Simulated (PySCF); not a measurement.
# Carbon: a sound run and one with changed settings

Sound run: C⁺ [He] 2s2 2p1, C²⁺ [He] 2s2. Computed with PySCF 2.14 in cc-pVTZ-DK, with the spin-free X2C one-electron Hamiltonian (Gaussian nucleus). In the sound run the correlated levels freeze 1s2. The sound run starts from symmetry-adapted Hartree-Fock orbitals and uses a fine grid where one is needed.

Changed run: basis STO-3G, all-electron and non-relativistic. This setting is unsound on purpose.

```csv
species,method,sound run (hartree),changed run (hartree),converged
C⁺,UHF,-37.30986,-36.87037,yes
C⁺,BP86,-37.43562,-36.98547,yes
C⁺,B3LYP,-37.45033,-36.99902,yes
C⁺,MP2,-37.36055,-36.89090,yes
C⁺,CCSD(T),-37.38550,-36.91145,yes
C²⁺,UHF,-36.42264,-35.97831,yes
C²⁺,BP86,-36.52112,-36.06368,yes
C²⁺,B3LYP,-36.53130,-36.07337,yes
C²⁺,MP2,-36.46563,-36.01050,yes
C²⁺,CCSD(T),-36.49548,-36.04086,yes
```

Ionisation energy of C⁺:

```json
{"method": "UHF", "sound run (eV)": "24.142", "changed run (eV)": "24.274"}
{"method": "BP86", "sound run (eV)": "24.885", "changed run (eV)": "25.083"}
{"method": "B3LYP", "sound run (eV)": "25.008", "changed run (eV)": "25.188"}
{"method": "MP2", "sound run (eV)": "24.352", "changed run (eV)": "23.957"}
{"method": "SCS-MP2", "sound run (eV)": "24.313", "changed run (eV)": "23.893"}
{"method": "CCSD", "sound run (eV)": "24.188", "changed run (eV)": "23.690"}
{"method": "CCSD(T)", "sound run (eV)": "24.219", "changed run (eV)": "23.690"}
```

A minimal basis cannot let orbitals breathe on ionisation and holds almost no correlation. The Hamiltonian changed with the basis, so the totals do not compare.

For comparison, NIST gives 24.383 eV between the lowest levels.
